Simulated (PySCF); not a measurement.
# Correlation energy of Ar⁺ (argon, charge +1)

[Ne] 3s1 3p5 3d1, one real determinant (an excited configuration). All numbers are calculated (PySCF 2.14, no relativity, point nucleus, in aug-cc-pV(D+d)Z). Frozen: [Ne]; 7 electrons correlated.

```csv
level,correlation energy (mhartree)
CCSD,-229.52
(T),-28.43
CCSD(T),-257.95
```

Diagnostics: T1 = 0.027, D1 = 0.0955, largest double amplitude 0.482.

The real determinant used has ⟨L²⟩ near 8 against 12 for a pure F term, so it mixes terms. The outer electron is Rydberg-like, and this basis confines it to a smaller radius and binds it less than a complete one would. A double-excitation amplitude exceeds 0.15, a sign of near-degeneracy.

Cost of the coupled-cluster step: roughly 1.5 core-seconds, for 7 correlated electrons.

The reference is one real determinant that mixes LS terms of this configuration.
